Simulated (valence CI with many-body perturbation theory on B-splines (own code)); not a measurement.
## E1 line list for Re²⁶⁺

Calculated by valence CI with perturbative core correlation (CI+MBPT): three valence electrons over a frozen Dirac-Fock core [Kr] 4d10, radial functions for each j: 8 s, 8 p, 9 d, 9 f, 6 g, 3 h, 2 i, with the one-electron correlation potential Σ1 (screened to all orders), the two-electron term Σ2, the three-electron term Σ3, Breit, model QED; selected single and double excitations, second order for the rest (own B-spline code, finite nucleus).

No measured spectrum was set against this ion. As an estimate, large intervals hold to a few tenths of a per cent, small ones and those within an open d or f shell to about a per cent. Core correlation moves these levels by up to 49000 cm⁻¹, and in measured spectra 5 to 20 % of such shifts remained as error; rates that hang on mixing are uncertain with them.

Lines 1 to 50 of 186 in falling wavelength, among levels below 142.20 eV, chosen from the strongest by gf and those to the six lowest levels. Wavelengths and rates use the calculated energies. Electric multipoles are in the length gauge, E1 and E2 with the static RPA response of the core. Weak lines are less certain than strong ones. Lines between different terms over intervals too small for the method are left out, as are lines whose strength nearly cancels. Where a level lies close to another of its J and parity, the split of strength between their lines is uncertain. The highest levels of a list are the least certain.

Names give the largest LS component (configuration and term), which can be under half, so a name can repeat, a term be missing and a line seem to break the LS rules; names also repeat where a configuration has a term twice. Letters in brackets count levels of one name in rising energy.

```
λ vac (Å)           Upper             Lower   A (s⁻¹)  S (a.u.)
    122.0   4f2.5s 4F_9/2   4f3 2F°_7/2 [b]  2.11e+04  1.89e-07
    119.0   4f2.5s 4H_9/2   4f3 2G°_7/2 [b]  3.03e+04  2.52e-07
    118.0   4f2.5s 2D_3/2   4f3 2F°_5/2 [b]  4.45e+04  1.44e-07
    117.5   4f2.5s 2G_9/2   4f3 2F°_7/2 [b]  2.34e+04  1.87e-07
    115.2  4f2.5s 4H_11/2   4f3 2G°_9/2 [b]  1.68e+04  1.52e-07
    115.1   4f2.5s 2H_9/2   4f3 2G°_7/2 [b]  6.11e+04  4.61e-07
    113.4   4f2.5s 4F_9/2   4f3 2G°_9/2 [b]  4.01e+04  2.89e-07
    113.3   4f2.5s 2H_9/2   4f3 2F°_7/2 [a]  1.43e+04  1.02e-07
    113.2   4f2.5s 2G_7/2   4f3 2G°_7/2 [b]  9.07e+04  5.20e-07
    112.6   4f2.5s 2P_3/2   4f3 2F°_5/2 [b]  3.60e+04  1.01e-07
    111.9   4f2.5s 2F_5/2   4f3 2D°_5/2 [c]  2.35e+04  9.76e-08
    111.6   4f2.5s 4F_5/2   4f3 2F°_5/2 [a]  1.97e+04  8.11e-08
    111.5   4f2.5s 2F_5/2   4f3 2F°_7/2 [a]  2.23e+04  9.17e-08
    111.4   4f2.5s 2G_7/2   4f3 2F°_7/2 [a]  1.28e+05  6.99e-07
    111.2  4f2.5s 2H_11/2   4f3 2G°_9/2 [b]  1.40e+05  1.14e-06
    110.5   4f2.5s 4F_9/2  4f3 2H°_11/2 [c]  2.77e+04  1.84e-07
    110.0   4f2.5s 4F_5/2   4f3 2D°_3/2 [b]  2.60e+04  1.03e-07
    109.8   4f2.5s 4F_3/2       4f3 4D°_1/2  2.96e+04  7.75e-08
    109.5   4f2.5s 2G_9/2   4f3 2G°_9/2 [b]  2.44e+05  1.58e-06
    109.2   4f2.5s 2F_7/2   4f3 2G°_7/2 [b]  1.30e+05  6.68e-07
    108.9   4f2.5s 2H_9/2       4f3 4D°_7/2  2.56e+04  1.63e-07
    108.8   4f2.5s 2F_7/2   4f3 2G°_9/2 [b]  1.32e+05  6.72e-07
    108.7   4f2.5s 2F_5/2   4f3 2F°_5/2 [a]  1.38e+05  5.26e-07
    108.6   4f2.5s 2G_7/2   4f3 2F°_5/2 [a]  9.96e+04  5.04e-07
    108.5   4f2.5s 2D_5/2   4f3 2D°_5/2 [c]  8.88e+04  3.36e-07
    108.2   4f2.5s 2G_9/2   4f3 2F°_7/2 [a]  4.33e+04  2.71e-07
    108.0   4f2.5s 4F_7/2       4f3 4D°_7/2  1.71e+04  8.52e-08
    107.9  4f2.5s 4H_11/2   4f3 2G°_9/2 [a]  1.08e+04  8.00e-08
    107.7   4f2.5s 4F_9/2       4f3 4D°_7/2  1.45e+05  8.97e-07
    107.6   4f2.5s 4F_5/2       4f3 4D°_3/2  2.18e+04  8.04e-08
    107.6   4f2.5s 2G_7/2   4f3 2H°_9/2 [b]  9.31e+04  4.58e-07
    107.5   4f2.5s 2F_7/2   4f3 2F°_7/2 [a]  1.22e+05  5.99e-07
    107.4   4f2.5s 2H_9/2      4f3 4G°_11/2  1.13e+05  6.93e-07
    107.1   4f2.5s 2G_7/2       4f3 4D°_7/2  4.62e+04  2.24e-07
    107.0  4f2.5s 2I_11/2   4f3 2G°_9/2 [b]  1.35e+04  9.78e-08
    106.7   4f2.5s 2G_9/2  4f3 2H°_11/2 [c]  8.05e+04  4.83e-07
    106.7   4f2.5s 4F_5/2   4f3 2D°_5/2 [a]  7.16e+04  2.57e-07
    106.6  4f2.5s 4H_11/2  4f3 2H°_11/2 [b]  1.46e+04  1.05e-07
    106.5   4f2.5s 4F_3/2       4f3 2P°_1/2  6.03e+04  1.44e-07
    106.3   4f2.5s 4F_3/2   4f3 2D°_3/2 [a]  3.35e+04  7.93e-08
    106.2   4f2.5s 4H_9/2       4f3 4G°_7/2  7.01e+04  4.14e-07
    106.2   4f2.5s 2H_9/2  4f3 2H°_11/2 [b]  1.04e+05  6.14e-07
    106.1  4f2.5s 2H_11/2   4f3 2H°_9/2 [b]  1.22e+04  8.61e-08
    106.0   4f2.5s 2D_3/2   4f3 2D°_3/2 [c]  8.91e+04  2.10e-07
    106.0   4f2.5s 4F_7/2   4f3 2D°_5/2 [b]  2.54e+04  1.20e-07
    105.8   4f2.5s 2G_7/2   4f3 2G°_9/2 [a]  1.58e+04  7.37e-08
    105.6   4f2.5s 4H_7/2       4f3 4G°_5/2  9.26e+04  4.31e-07
    105.6  4f2.5s 2H_11/2      4f3 2I°_13/2  5.23e+05  3.65e-06
    105.5  4f2.5s 4H_11/2       4f3 4G°_9/2  8.21e+04  5.71e-07
    105.5  4f2.5s 4H_13/2      4f3 4G°_11/2  3.32e+04  2.69e-07
```
